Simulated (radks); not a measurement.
The numbers below are computed, except where a source is named.
The mean radii <r> (bohr) of the occupied orbitals of an atom or ion are listed with their occupations. Code: a radial shooting solver on a logarithmic mesh with Libxc functionals. Model: Dirac Kohn-Sham, LDA (Slater exchange, Perdew-Wang correlation), spin-unpolarised, spherical densities, finite nucleus; Fermi nuclear charge, rms radius of each element as measured or else 0.836 A^(1/3) + 0.57 fm.

| orbital | occ. | <r> |
|---|---|---|
| 1s1/2 | 2 | 0.2303 |
| 2s1/2 | 1 | 1.114 |
| 2p1/2 | 0.333333 | 1.042 |
| 2p3/2 | 0.666667 | 1.042 |

Name the element and its charge. Open shells, if any, are shared by 2j + 1.

Answer. Z = 7, nitrogen, charge +3: N3+ in [He] 2s1 2p1. The 1s radius gives Z: for a bare nucleus <r> = (2 gamma + 1)/(2Z) with gamma = sqrt(1 - (Z/c)^2), 0.2141 bohr for Z = 7, and screening makes it slightly larger (0.2303 here). The occupations add up to 4, and the charge is Z minus that.
